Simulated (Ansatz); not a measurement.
Isolated molecules relaxed with PBE0-D4/def2-TZVP in Ansatz; ΔE leaves out vibrations. CBS: MP2 limit from def2 TZ/QZ plus the TZ coupled-cluster correction, frozen cores. Double bonds are as drawn, so ΔE can hold a change between cis and trans. Each species was taken in one conformer, which may not be the lowest.

Consider the formal exchange of groups at the Si–H bond: `O[SiH2]O[SiH](Cl)Cl` + `N/C=C(/F)S` → `O[SiH2]O[Si](F)(Cl)Cl` + `N/C=C\S`.

| species | CCSD(T)/CBS(def2) energy (Eh) |
| --- | --- |
| `O[SiH2]O[SiH](Cl)Cl` | -1650.72843 |
| `N/C=C(/F)S` | -630.74264 |
| `O[SiH2]O[Si](F)(Cl)Cl` | -1749.99548 |
| `N/C=C\S` | -531.56697 |

Task: Work out ΔE.

Result: ΔE = (-1749.99548) + (-531.56697) − (-1650.72843) − (-630.74264) = -0.09138 Eh = -57.3 kcal/mol.

Largest T1 diagnostic among the species: 0.013.

From PBE to PBE0 (25 % exact exchange), in def2-TZVPP and without D4, ΔE moves by −2.7 kcal/mol.
